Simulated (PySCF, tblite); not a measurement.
A set of runs on `C[Si]1(Br)C[SiH2]C1`; the geometry of each is named by its level. Settings lines and outputs come from a driver script.

Compound: C₃H₉BrSi₂.
Bonds: C1–Si2, Si2–Br3, Si2–C4, C4–Si5, Si5–C6, Si2–C6. Hydrogens: H7, H8, H9 on C1; H10, H11 on C4; H12, H13 on Si5; H14, H15 on C6.

Step 1: GFN2-xTB geometry optimisation, gas phase (tblite 0.8.0) (from a force-field or distance-geometry start)
```json
{"job": {"kind": "relax", "xc": "GFN2-xTB", "basis": "xTB"}, "charge": 0, "multiplicity": 1}
```
```
step      E/eV     max force
  0    -504.71785    1.396
  1    -504.78483    0.842
  2    -504.82796    0.478
...
 67    -504.96500    0.028
 68    -504.96514    0.016
 69    -504.96517    0.015
 70    -504.96519    0.010
 71    -504.96520    0.007
```

Energy lowered by 5.7 kcal/mol over 71 steps; largest atomic force 0.007 eV/Å at the end. «max force» is the largest atomic force in eV/Å.

On one thread of an Intel Xeon at 2.50 GHz, no GPU, on a shared host, this took 2.0 s wall.

Step 2: GFN2-xTB harmonic vibrations, gas phase (tblite 0.8.0) (on the GFN2-xTB geometry)
```json
{"job": {"kind": "ir", "xc": "GFN2-xTB", "basis": "xTB"}, "charge": 0, "multiplicity": 1}
```
```
(table of modes left out)
```

39 modes from 41 to 3050 cm⁻¹ (unscaled, harmonic); zero-point energy 67.7 kcal/mol; all wavenumbers are real at this level.

The run took 2.0 s on one thread of an Intel Xeon at 2.50 GHz, no GPU, shared host.

Step 3: TDDFT B3LYP/def2-SVPD, vertical, gas phase, core orbitals frozen in the response (PySCF 2.14.0, density-fitted response routines) (on the GFN2-xTB geometry)
```json
{"job": {"kind": "uv", "xc": "B3LYP", "basis": "def2-SVPD", "nstates": 8, "ntriplets": 3}, "charge": 0, "multiplicity": 1}
```
```
...
Static polarisability (au): isotropic 109.114, principal 93.859 104.997 128.487
Singlet excitations
state   eV       nm        f      main configurations
  1   6.3968    193.8   0.01252   H->L+1 0.96
  2   6.4311    192.8   0.00069   H->L 0.54, H-1->L+1 0.41
  3   6.4725    191.6   0.00687   H-1->L+1 0.57, H->L 0.40
  4   6.8001    182.3   0.05621   H-1->L 0.73, H->L+2 0.23
  5   6.8473    181.1   0.13376   H->L+2 0.73, H-1->L 0.21
  6   6.9149    179.3   0.03312   H-1->L+2 0.96
  7   7.1648    173.0   0.00112   H-3->L+1 0.85
  8   7.1760    172.8   0.01515   H-2->L+1 0.89
Triplet excitations (Tamm-Dancoff, eV): 6.1208 6.1389 6.2771
```

HOMO -7.53 eV, LUMO -0.11 eV; lowest singlet 6.40 eV; lowest triplet 6.12 eV (Tamm–Dancoff); mean polarisability 109.1 au.

The run took 1.9 min wall, 1.7 min CPU on an Intel Xeon at 2.50 GHz with one thread, shared host, and the process peaked at 1.0 GiB of memory.

Geometry of the electronic-property runs (GFN2-xTB):
```
atom  x, y, z in Å
C1     2.0041    1.0941    0.3594
Si2    0.1741    0.7569    0.0236
Br3   -0.8458    2.7501   -0.1854
C4    -0.3240   -0.3954   -1.4190
Si5   -1.3944   -1.4794   -0.2456
C6    -0.8130   -0.3690    1.2127
H7     2.1316    1.6732    1.2692
H8     2.5559    0.1667    0.4703
H9     2.4509    1.6570   -0.4549
H10    0.5079   -0.9216   -1.8801
H11   -0.8723    0.0865   -2.2244
H12   -0.9360   -2.8641   -0.1462
H13   -2.8272   -1.3889   -0.5115
H14   -0.2038   -0.8836    1.9512
H15   -1.6123    0.1255    1.7588
```

 (This holds for the electronic-property runs.)
